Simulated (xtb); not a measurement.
Input for xtb:
```
$ xtb mol.xyz --gfn 2 --opt vtight --json

# file mol.xyz
6

C     -0.90890119    -0.08892568    -0.03071236
Si     0.81043085     0.02248927    -0.00084765
H     -1.56859760     0.83715876    -0.03394538
H     -1.52278612    -0.97390561     0.00071045
H      1.63421331    -1.11121076     0.13388329
H      1.53469117     1.32974181     0.00066252
```

**Question.** What does this run give for the total energy at the end of the optimisation, dipole moment, HOMO-LUMO gap?

**Answer.** 
- total energy at the end of the optimisation = -5.8355 Eh
- dipole moment = 1.74 D
- HOMO-LUMO gap = 2.75 eV
